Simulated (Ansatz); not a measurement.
Consider the ligand exchange at a Ga–O bond: `[NH2][Ga]([OH])[Br]` + NH₃ → `[NH2][Ga]([NH2])[Br]` + H₂O.

Gas-phase electronic energies from Ansatz, PBE0-D4/def2-TZVP geometries. CCSD(T)/CBS adds triple-zeta CCSD(T) − MP2 to the extrapolated MP2 energy (def2 sets, frozen cores). This one scheme is used for every species. Functionals use def2-TZVPP. B3LYP here is the variant with VWN-RPA as its local correlation; programs differ in this. HSE06 is defined as in plane-wave codes. For Br, Ga outer-core shells are correlated without core-valence functions, which leaves a few kJ/mol of doubt a bond. Scalar relativity is left out up to krypton. Each species was taken in one conformer, which may not be the lowest.

| level | ΔE (kJ/mol) | difference from CCSD(T)/CBS |
| --- | --- | --- |
| LDA (SPW92) | 11.4 | 0.3 |
| PBE-D4 | 16.2 | 5.1 |
| revPBE-D4 | 16.1 | 5.0 |
| BLYP-D4 | 19.0 | 7.9 |
| r2SCAN-D4 | 18.4 | 7.3 |
| B97M-V | 23.0 | 11.9 |
| PBE0-D4 | 13.5 | 2.4 |
| B3LYP-D4 | 16.6 | 5.5 |
| r2SCAN0-D4 | 15.3 | 4.2 |
| HSE06-D4 | 13.5 | 2.4 |
| BHLYP-D4 | 15.3 | 4.2 |
| CAM-B3LYP-D4 | 16.3 | 5.2 |
| ωB97X-V | 16.7 | 5.6 |
| ωB97M-V | 15.6 | 4.5 |
| B2PLYP | 18.9 | 7.8 |
| PBE-QIDH | 14.4 | 3.3 |
| PBE | 18.0 | 6.9 |
| revPBE | 19.8 | 8.7 |
| BLYP | 22.6 | 11.5 |
| r2SCAN | 18.9 | 7.8 |
| PBE0 | 15.0 | 3.9 |
| B3LYP | 19.5 | 8.4 |
| r2SCANh | 17.6 | 6.5 |
| HSE06 | 15.0 | 3.9 |
| BHLYP | 17.8 | 6.7 |
| CAM-B3LYP | 17.9 | 6.8 |
| LC-ωPBE | 14.0 | 2.9 |
| RPA@PBE/def2-TZVPP | 17.7 | 6.6 |
| HF/def2-SVP | 19.3 | 8.2 |
| MP2/def2-SVP | 20.7 | 9.6 |
| CCSD/def2-SVP | 20.7 | 9.6 |
| CCSD(T)/def2-SVP | 21.2 | 10.1 |
| HF/def2-TZVPP | 19.3 | 8.2 |
| MP2/def2-TZVPP | 15.2 | 4.1 |
| SCS-MP2/def2-TZVPP | 17.5 | 6.4 |
| CCSD/def2-TZVPP | 15.8 | 4.7 |
| CCSD(T)/def2-TZVPP | 16.2 | 5.1 |
| HF/def2-QZVPP | 19.3 | 8.2 |
| MP2/def2-QZVPP | 12.3 | 1.2 |
| SCS-MP2/def2-QZVPP | 14.9 | 3.8 |
| CCSD(T)/CBS | 11.1 | 0 |

What do rigid-rotor, harmonic-oscillator terms from PBE0-D4/def2-TZVP frequencies (298.15 K, 1 bar) make of the CCSD(T)/CBS value? (Estimate.)

Computed: ΔZPE = -2.8 kJ/mol, ΔH = +9.3 kJ/mol, ΔS = -4 J/(mol·K), ΔG = +10.4 kJ/mol.

Largest T1 diagnostic among the species: 0.011.

In def2-TZVPP, CCSD(T) changes the Hartree–Fock value by −3.2 kJ/mol (the triples alone add +0.3 kJ/mol) and MP2 by −4.1 kJ/mol. From BLYP to BHLYP (50 % exact exchange), in def2-TZVPP and without D4, ΔE moves by −4.7 kJ/mol. At CCSD(T), def2-SVP lies +10.1 kJ/mol from the extrapolated value and def2-TZVPP +5.1 kJ/mol.

CCSD(T)/CBS has its own doubt, a few kJ/mol and more with outer-core shells, so smaller differences from it don't rank the levels.
